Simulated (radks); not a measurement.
Ionisation of the vanadium ion V18+, [He] 2s2 2p1, to [He] 2s2 as the strength of local exchange is varied. All-electron calculation, scalar-relativistic Kohn-Sham, Slater X-alpha exchange (alpha = 2/3 is LDA exchange), no correlation, spin-polarised, spherical densities, point nucleus; open shells are filled with parallel spins first. Program: a radial shooting solver on a logarithmic mesh with Libxc functionals.

alpha  E(V18+) (hartree)  exchange (hartree)  IE (eV)  -e of the level emptied (eV)  <r> of it (bohr)
0.59          -675.52729           -16.53058   1338.1                   1293.5 (2p)            0.2421
0.632         -676.70556           -17.72574   1342.6                   1298.2 (2p)            0.2417
0.807         -681.62817           -22.73194   1361.2                   1318.2 (2p)            0.2400
0.823         -682.07930           -23.19177   1362.9                   1320.0 (2p)            0.2399
0.889         -683.94209           -25.09233   1369.9                   1327.6 (2p)            0.2393
1.03          -687.93182           -29.17288   1385.1                   1343.9 (2p)            0.2380
?             -677.68838           -18.72358   1346.3                   1302.2 (2p)            0.2414

Which alpha was used in the last row?

Answer. alpha = 0.667. NIST Atomic Spectra Database: 1354.2 eV (semi-empirical). The Delta-SCF value meets it near alpha = 0.74. Open shells are spherical and high-spin; term and fine-structure splittings are not resolved.
